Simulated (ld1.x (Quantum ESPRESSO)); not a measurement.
manganese: TM pseudisation with PBE, scalar-relativistic reference atom.

```json
{
 "Element": "Mn",
 "Generator": "ld1.x (Quantum ESPRESSO) 7.5",
 "Type": "norm-conserving Troullier–Martins (Kleinman–Bylander form)",
 "Functional": "PBE",
 "Relativity": "scalar-relativistic",
 "Frozen core": "[Ne] 3s2",
 "Valence charge": "13",
 "Reference configuration": "3p6 3d5 4s1.5 4p0 (charge +0.5)",
 "Partial waves": "4s (bound): rc 1.80 bohr; 3p (bound): rc 0.80 bohr; 3d (bound): rc 1.25 bohr",
 "Local potential": "all-electron potential smoothed inside 0.60 bohr (lloc = -1)",
 "Core correction": "none"
}
```

What the tests gave:

```
Cutoffs needed      : 140 Ry and 230 Ry (the cutoffs (Ry, on a coarse ladder) from which the occupation-weighted sum of valence levels, in a spherical-Bessel basis at the reference potential, stays within 10 and 1 mRy of its value at 400 Ry)
Ghost test          : ghost state, extra bound levels that the all-electron valence spectrum of the same l lacks: s at -364.0 eV; a true bound ghost makes a file unfit for plane-wave use (spherical-Bessel basis up to 400 Ry, 20 bohr box)
Configuration tests : 3 of 7 tests not solved or not reliable; not counted: 3p6 3d4 4s2 4p1 (solver errors, printed error -1951 eV); 3p5 3d5 4s2 4p0 (solver errors, printed error -16.3 eV); 3p6 3d4 4s2 4p0 (solver errors, printed error -16.2 eV)
```

Generation and tests took about 2.9 s on one core of a shared server CPU.
